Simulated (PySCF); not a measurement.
B3LYP has the VWN-RPA correlation part, as in Gaussian. Excitations are Tamm–Dancoff values on a coarser integration grid. The basis has no diffuse functions, so Rydberg states are missing or too high.

## H5NOSi, SMILES `N[SiH2]O` (charge 0, multiplicity 1)

Level of theory: B3LYP-D3(BJ)/def2-TZVP // PBE0-D4/def2-TZVP run with PySCF.

```yaml
HOMO: -7.52 eV
dipole_moment: 0.067 e·Å
HOMO–LUMO gap: 8.01 eV
LUMO: 0.49 eV
S1 excitation (TDA): 6.83 eV
S1 oscillator strength: 0.033
brightest of the four lowest singlets (TDA): 7.48 eV
T1 excitation (TDA): 6.37 eV
S1–T1 gap (TDA): 0.46 eV
total_energy: -422.6536 Ha
cost: around 60 core-seconds (rough)
```

```xyz
8

N     -1.3357    -0.0024    -0.1560
Si     0.3036     0.3438     0.1403
O      1.2623    -0.9780    -0.1083
H     -1.8682    -0.5583     0.4929
H     -1.6739    -0.1165    -1.0974
H      0.7129     1.4324    -0.7863
H      0.4268     0.7841     1.5553
H      2.2053    -0.8783     0.0303
```
Charge 0, spin multiplicity 1.
